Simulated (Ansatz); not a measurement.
Consider the substitution at a C–C bond: `OCCCCCCO` + `O[SiH2]O` → `OCO[SiH2]O` + `CCCCCO`.

Program: Ansatz. Geometries: PBE0-D4/def2-TZVP. ΔE: electronic, gas phase. CBS: MP2 limit from def2 TZ/QZ plus the TZ coupled-cluster correction, frozen cores. Functionals use def2-TZVPP. Each species was taken in one conformer, which may not be the lowest.

```json
{"level": "r2SCAN-D4", "ΔE (kcal/mol)": "1.9"}
{"level": "r2SCAN", "ΔE (kcal/mol)": "1.9"}
{"level": "PBE0", "ΔE (kcal/mol)": "2.9"}
{"level": "HF/def2-QZVPP", "ΔE (kcal/mol)": "1.9"}
```

**Question.** What does CCSD(T)/CBS give? (Best estimate.)

**Answer.** Ansatz gave: +4.1 kcal/mol. The listed levels differ from it by -2.2, -2.2, -1.2, -2.2 kcal/mol.

Largest T1 diagnostic among the species: 0.012.

In def2-TZVPP, CCSD(T) changes the Hartree–Fock value by +1.4 kcal/mol (the triples alone add −0.1 kcal/mol) and MP2 by +2.4 kcal/mol.

CCSD(T)/CBS has its own doubt, a few kJ/mol and more with outer-core shells, so smaller differences from it don't rank the levels.
